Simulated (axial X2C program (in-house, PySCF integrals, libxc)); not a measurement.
## Curves of PmF from open-shell CI on f5 s1

Calculated with an in-house all-electron X2C program for linear molecules (integrals from PySCF): two-component X2C with atomic mean-field Coulomb terms (Gaunt term off), basis Pm dyall-v3z, F dyall-av3z (cores contracted in-house). Orbitals come from Hartree–Fock averaged over the configuration Pm f5 s1; CI then distributes these electrons over the f, s shells of Pm.

Scan along the bond; masses Pm 144.913 u, F 18.998 u. Energies in cm⁻¹ from the lowest point; levels are followed by energy order within each Ω. Lowest level at 2.129 Å: 100% f5 s1.

```tsv
R (Å)	(1)Ω=0	(1)Ω=1	(1)Ω=2	(2)Ω=0	(2)Ω=1	(1)Ω=3	(2)Ω=2	(3)Ω=0	(3)Ω=1
1.980	1751	1835	2111	2265	2399	2617	2744	3015	3106
2.054	439	529	815	973	1104	1329	1450	1727	1814
2.129	0	93	385	549	675	905	1017	1303	1387
2.214	291	386	681	850	971	1203	1304	1604	1684
2.299	1171	1265	1560	1735	1850	2082	2170	2488	2561
2.395	2627	2721	3013	3195	3302	3533	3605	3944	4012
2.512	4796	4887	5173	5363	5462	5688	5740	6109	6168
```

Q: Fit the curves (1)Ω=0, (1)Ω=1, (1)Ω=2, (2)Ω=0, (2)Ω=1, (1)Ω=3, (2)Ω=2, (3)Ω=0, (3)Ω=1 near their minima.

A: From the open-shell CI curves, Te from the lowest:

```json
{"level": "(1)Ω=0", "Te (cm⁻¹)": "0", "Re (Å)": "2.138", "ωe (cm⁻¹)": "475.5"}
{"level": "(1)Ω=1", "Te (cm⁻¹)": "93", "Re (Å)": "2.137", "ωe (cm⁻¹)": "475.1"}
{"level": "(1)Ω=2", "Te (cm⁻¹)": "386", "Re (Å)": "2.137", "ωe (cm⁻¹)": "474.3"}
{"level": "(2)Ω=0", "Te (cm⁻¹)": "550", "Re (Å)": "2.136", "ωe (cm⁻¹)": "474.9"}
{"level": "(2)Ω=1", "Te (cm⁻¹)": "676", "Re (Å)": "2.137", "ωe (cm⁻¹)": "474.2"}
{"level": "(1)Ω=3", "Te (cm⁻¹)": "906", "Re (Å)": "2.136", "ωe (cm⁻¹)": "473.6"}
{"level": "(2)Ω=2", "Te (cm⁻¹)": "1017", "Re (Å)": "2.138", "ωe (cm⁻¹)": "472.0"}
{"level": "(3)Ω=0", "Te (cm⁻¹)": "1305", "Re (Å)": "2.136", "ωe (cm⁻¹)": "474.4"}
{"level": "(3)Ω=1", "Te (cm⁻¹)": "1388", "Re (Å)": "2.137", "ωe (cm⁻¹)": "473.7"}
```

Without dynamic correlation distances can be off by several hundredths of an Å (long for ionic bonds, short for multiple bonds) and the wavenumbers are rough.

The 9 lowest curves are shown; the next is (3)Ω=2, from 1594 cm⁻¹.

There is no dynamic correlation: spin–orbit spacings and, for f shells, spacings inside one term are the most reliable numbers, splittings between terms come out too wide, and energies between configurations are not reliable, so the lowest level need not be the ground state of the molecule. At most 4 roots were kept for each Ω > 0 (twice that for Ω = 0) within 2.2 eV of the lowest, so higher up levels can be missing between those listed; levels with Ω > 0 are doubly degenerate and listed once, Ω = 0 levels singly.
